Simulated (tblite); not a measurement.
Record of a relaxation.

C5H13GeN.
Numbering: `[CH3:1]/[CH:2]=[CH:3]\[CH2:4][GeH2:5][NH:6][CH3:7]` (hydrogens: H8, H9, H10 on C1; H11 on C2; H12 on C3; H13, H14 on C4; H15, H16 on Ge5; H17 on N6; H18, H19, H20 on C7)

Computed with GFN2-xTB (tblite), gas phase: L-BFGS steps from a force-field or distance-geometry start until the largest atomic force falls under 0.01 eV/Å. 8 of its 105 geometries are shown.

Step 0: E = -602.0953 eV, largest atomic force 1.856 eV/Å
```
atom  x, y, z in Å  |  force x, y, z in eV/Å
C1     -2.881   -0.150   -0.464   -0.904   0.090  -0.028
C2     -2.011   -0.676    0.617    1.616   0.206   0.889
C3     -0.819   -0.135    0.972   -1.582  -0.032  -0.863
C4     -0.220    1.067    0.273   -0.382   0.138   1.448
Ge5     0.803    0.493   -1.273    0.179  -0.016  -1.335
N6      2.001   -0.866   -0.821   -0.516   0.085   0.463
C7      2.982   -0.337    0.128    0.236  -0.500   0.675
H8     -3.202    0.894   -0.221    0.242  -0.750  -0.339
H9     -3.791   -0.785   -0.550    0.566   0.525  -0.017
H10    -2.360   -0.163   -1.431   -0.171   0.165   0.268
H11    -2.353   -1.552    1.178    0.037   0.352  -0.264
H12    -0.276   -0.581    1.790    0.163   0.058  -0.009
H13    -0.995    1.802   -0.004    0.319  -0.380   0.144
H14     0.482    1.561    0.982   -0.425  -0.108  -0.360
H15     1.584    1.718   -1.838   -0.162  -0.553   0.136
H16    -0.146   -0.028   -2.376    0.438   0.056   0.260
H17     1.456   -1.607   -0.331    0.565   0.523  -0.572
H18     3.545    0.497   -0.321   -0.350  -0.312   0.155
H19     2.483    0.000    1.073    0.584  -0.059  -0.476
H20     3.712   -1.139    0.397   -0.452   0.509  -0.177
```

Step 15: E = -602.3788 eV, largest atomic force 0.103 eV/Å
```
atom  x, y, z in Å  |  force x, y, z in eV/Å
C1     -2.900   -0.149   -0.443   -0.058  -0.010  -0.043
C2     -2.011   -0.669    0.640   -0.042   0.016   0.016
C3     -0.861   -0.104    0.982    0.021   0.003  -0.018
C4     -0.283    1.096    0.316   -0.015   0.019   0.040
Ge5     0.772    0.516   -1.297   -0.030  -0.002  -0.004
N6      1.969   -0.761   -0.790    0.100   0.001  -0.025
C7      2.991   -0.351    0.159    0.059  -0.011   0.036
H8     -3.216    0.873   -0.234    0.010   0.018   0.015
H9     -3.785   -0.765   -0.549   -0.081  -0.051   0.017
H10    -2.373   -0.146   -1.396    0.033   0.052  -0.036
H11    -2.354   -1.547    1.169    0.000  -0.019   0.025
H12    -0.270   -0.553    1.771    0.024   0.051  -0.001
H13    -1.057    1.812    0.048    0.003  -0.041  -0.049
H14     0.417    1.593    0.989    0.003   0.038  -0.021
H15     1.618    1.626   -1.879   -0.054  -0.005   0.029
H16    -0.031   -0.121   -2.400    0.006   0.001   0.044
H17     1.542   -1.632   -0.496    0.023   0.043  -0.019
H18     3.548    0.477   -0.278   -0.010   0.002  -0.009
H19     2.596   -0.011    1.126   -0.017  -0.074   0.009
H20     3.683   -1.172    0.343    0.025  -0.033  -0.007
```

Step 30: E = -602.4145 eV, largest atomic force 0.060 eV/Å
```
atom  x, y, z in Å  |  force x, y, z in eV/Å
C1     -2.954   -0.140   -0.426   -0.012  -0.009   0.024
C2     -2.049   -0.639    0.657    0.040  -0.032   0.000
C3     -0.901   -0.059    0.984    0.014   0.051  -0.015
C4     -0.333    1.123    0.285    0.025   0.022  -0.019
Ge5     0.795    0.510   -1.265   -0.001   0.007   0.025
N6      2.075   -0.711   -0.823    0.018  -0.034   0.004
C7      3.082   -0.410    0.180    0.006   0.018   0.020
H8     -3.302    0.867   -0.192   -0.019  -0.001  -0.025
H9     -3.820   -0.784   -0.539   -0.002  -0.013   0.004
H10    -2.425   -0.096   -1.380   -0.010   0.015   0.024
H11    -2.368   -1.520    1.195   -0.053   0.005   0.027
H12    -0.293   -0.474    1.780   -0.039  -0.017  -0.022
H13    -1.114    1.784   -0.086    0.002  -0.029   0.015
H14     0.303    1.701    0.959    0.006  -0.021  -0.015
H15     1.523    1.680   -1.877    0.034  -0.004  -0.029
H16     0.007   -0.219   -2.319    0.010   0.037  -0.007
H17     1.687   -1.632   -0.659    0.015   0.004   0.001
H18     3.620    0.487   -0.125   -0.022   0.033  -0.031
H19     2.664   -0.226    1.178    0.012  -0.049   0.031
H20     3.797   -1.232    0.251   -0.023   0.019  -0.013
```

Step 45: E = -602.4273 eV, largest atomic force 0.056 eV/Å
```
atom  x, y, z in Å  |  force x, y, z in eV/Å
C1     -3.007   -0.142   -0.407    0.008   0.007   0.003
C2     -2.087   -0.607    0.682   -0.015   0.005  -0.004
C3     -0.921   -0.043    0.970   -0.009  -0.032  -0.015
C4     -0.333    1.120    0.253   -0.015  -0.017  -0.005
Ge5     0.838    0.508   -1.268    0.005   0.006   0.038
N6      2.120   -0.710   -0.823   -0.028   0.015  -0.046
C7      3.120   -0.427    0.193   -0.041   0.006  -0.037
H8     -3.412    0.845   -0.175   -0.003  -0.016   0.006
H9     -3.839   -0.831   -0.533    0.029   0.014   0.019
H10    -2.473   -0.066   -1.355    0.003   0.009   0.016
H11    -2.429   -1.447    1.271    0.019   0.006  -0.017
H12    -0.316   -0.458    1.767   -0.011   0.003   0.019
H13    -1.117    1.761   -0.143    0.016   0.033  -0.029
H14     0.277    1.713    0.937    0.017  -0.006  -0.025
H15     1.587    1.664   -1.888   -0.001   0.012   0.040
H16     0.043   -0.188   -2.338    0.030  -0.033  -0.010
H17     1.756   -1.647   -0.707    0.016  -0.020   0.026
H18     3.567    0.543   -0.022   -0.022   0.035  -0.019
H19     2.712   -0.396    1.210    0.023  -0.031   0.024
H20     3.909   -1.182    0.156   -0.022   0.002   0.016
```

Step 59: E = -602.4330 eV, largest atomic force 0.017 eV/Å
```
atom  x, y, z in Å  |  force x, y, z in eV/Å
C1     -3.028   -0.139   -0.395    0.009   0.005  -0.003
C2     -2.105   -0.591    0.695    0.003  -0.001  -0.006
C3     -0.933   -0.033    0.967   -0.002  -0.002   0.005
C4     -0.334    1.113    0.233   -0.002  -0.004  -0.009
Ge5     0.849    0.493   -1.271    0.006  -0.008  -0.009
N6      2.124   -0.726   -0.823    0.008   0.009   0.004
C7      3.121   -0.429    0.189    0.005   0.006   0.001
H8     -3.465    0.832   -0.152   -0.002  -0.001   0.007
H9     -3.838   -0.850   -0.535    0.007   0.004   0.003
H10    -2.489   -0.034   -1.337    0.007   0.011  -0.001
H11    -2.447   -1.423    1.296    0.005   0.002   0.000
H12    -0.330   -0.440    1.770   -0.002  -0.002   0.007
H13    -1.104    1.763   -0.176   -0.008   0.003   0.003
H14     0.289    1.706    0.906   -0.012  -0.001   0.003
H15     1.618    1.665   -1.834   -0.007  -0.012   0.000
H16     0.097   -0.199   -2.374   -0.012   0.004  -0.011
H17     1.780   -1.671   -0.713    0.002  -0.005   0.005
H18     3.498    0.579    0.015   -0.007   0.008  -0.002
H19     2.735   -0.477    1.215   -0.001  -0.008  -0.003
H20     3.956   -1.127    0.103    0.003  -0.008   0.007
```

Step 74: E = -602.4337 eV, largest atomic force 0.020 eV/Å
```
atom  x, y, z in Å  |  force x, y, z in eV/Å
C1     -3.023   -0.132   -0.392    0.004   0.002   0.002
C2     -2.104   -0.592    0.696    0.004   0.001   0.001
C3     -0.932   -0.035    0.971    0.007  -0.003  -0.007
C4     -0.336    1.108    0.229   -0.002   0.005   0.004
Ge5     0.848    0.483   -1.274   -0.016  -0.002  -0.012
N6      2.125   -0.731   -0.823    0.007  -0.005  -0.004
C7      3.119   -0.427    0.191    0.002  -0.006   0.003
H8     -3.471    0.829   -0.135   -0.007   0.003   0.000
H9     -3.825   -0.848   -0.549    0.005  -0.003  -0.004
H10    -2.479   -0.005   -1.329    0.000   0.003  -0.002
H11    -2.450   -1.423    1.296    0.001   0.002   0.006
H12    -0.329   -0.437    1.775   -0.004  -0.004  -0.006
H13    -1.109    1.754   -0.182   -0.001   0.003   0.001
H14     0.284    1.708    0.898    0.002  -0.002   0.006
H15     1.617    1.654   -1.837    0.003   0.006  -0.002
H16     0.093   -0.201   -2.381    0.002  -0.007   0.010
H17     1.789   -1.678   -0.713   -0.001   0.008  -0.003
H18     3.482    0.588    0.025   -0.012  -0.006  -0.001
H19     2.734   -0.491    1.215    0.002   0.006   0.005
H20     3.963   -1.113    0.099    0.006  -0.001   0.003
```

Step 89: E = -602.4345 eV, largest atomic force 0.025 eV/Å
```
atom  x, y, z in Å  |  force x, y, z in eV/Å
C1     -3.018   -0.121   -0.392   -0.014   0.000  -0.001
C2     -2.101   -0.586    0.696   -0.003  -0.002  -0.002
C3     -0.924   -0.038    0.967   -0.006   0.011   0.005
C4     -0.329    1.106    0.228    0.004   0.000   0.000
Ge5     0.842    0.472   -1.280    0.022   0.006   0.008
N6      2.126   -0.734   -0.823    0.005   0.008  -0.009
C7      3.111   -0.422    0.196   -0.006  -0.002   0.000
H8     -3.506    0.814   -0.110    0.002  -0.001   0.005
H9     -3.791   -0.860   -0.583   -0.003  -0.005  -0.008
H10    -2.465    0.055   -1.315   -0.003   0.000   0.010
H11    -2.454   -1.412    1.299    0.008  -0.007  -0.005
H12    -0.318   -0.448    1.765   -0.010   0.001   0.009
H13    -1.101    1.757   -0.176    0.009   0.003   0.005
H14     0.295    1.701    0.898    0.007  -0.006  -0.010
H15     1.605    1.638   -1.862   -0.001   0.000  -0.004
H16     0.083   -0.232   -2.368   -0.017  -0.008  -0.017
H17     1.797   -1.685   -0.718   -0.004  -0.003  -0.001
H18     3.452    0.601    0.041    0.005   0.006   0.001
H19     2.723   -0.503    1.218    0.006   0.002   0.010
H20     3.969   -1.091    0.100    0.002  -0.004   0.004
```

Step 104: E = -602.4354 eV, largest atomic force 0.010 eV/Å
```
atom  x, y, z in Å  |  force x, y, z in eV/Å
C1     -3.018   -0.111   -0.392    0.003  -0.001   0.001
C2     -2.097   -0.582    0.689   -0.003   0.005   0.008
C3     -0.919   -0.037    0.965   -0.001  -0.001  -0.001
C4     -0.310    1.103    0.230    0.005   0.001   0.001
Ge5     0.834    0.455   -1.292    0.002  -0.002  -0.002
N6      2.129   -0.735   -0.826    0.001  -0.002  -0.003
C7      3.100   -0.413    0.204    0.002   0.002  -0.003
H8     -3.560    0.781   -0.073   -0.002  -0.005   0.003
H9     -3.748   -0.879   -0.636    0.001   0.000  -0.002
H10    -2.460    0.141   -1.294   -0.001   0.001  -0.005
H11    -2.449   -1.410    1.289   -0.008   0.000   0.000
H12    -0.319   -0.453    1.765   -0.003  -0.002  -0.001
H13    -1.071    1.777   -0.157   -0.001  -0.003   0.000
H14     0.338    1.675    0.897    0.001   0.008   0.006
H15     1.580    1.616   -1.907    0.002   0.002   0.004
H16     0.059   -0.272   -2.356    0.000  -0.001  -0.003
H17     1.808   -1.689   -0.722    0.002  -0.004  -0.001
H18     3.429    0.615    0.057    0.002   0.003  -0.002
H19     2.703   -0.502    1.223    0.001   0.004  -0.003
H20     3.968   -1.069    0.116   -0.002  -0.003   0.003
```

Problem. Summarise the path.

Solution. The energy falls by 7.84 kcal/mol from step 0 to step 104; nine tenths of that is first reached at step 24. It falls at every step. The largest force goes from 1.856 to 0.010 eV/Å. Among the bonds C4–Ge5 changes most, from 1.941 to 2.011 Å; the atoms move by 0.284 Å rms after alignment.

The cost below is that of the whole relaxation. Hardware: an Arm Neoverse V1 with one thread, shared host with 32 logical CPUs at a one-minute load of 6.3. Cost: 0.74 s wall.
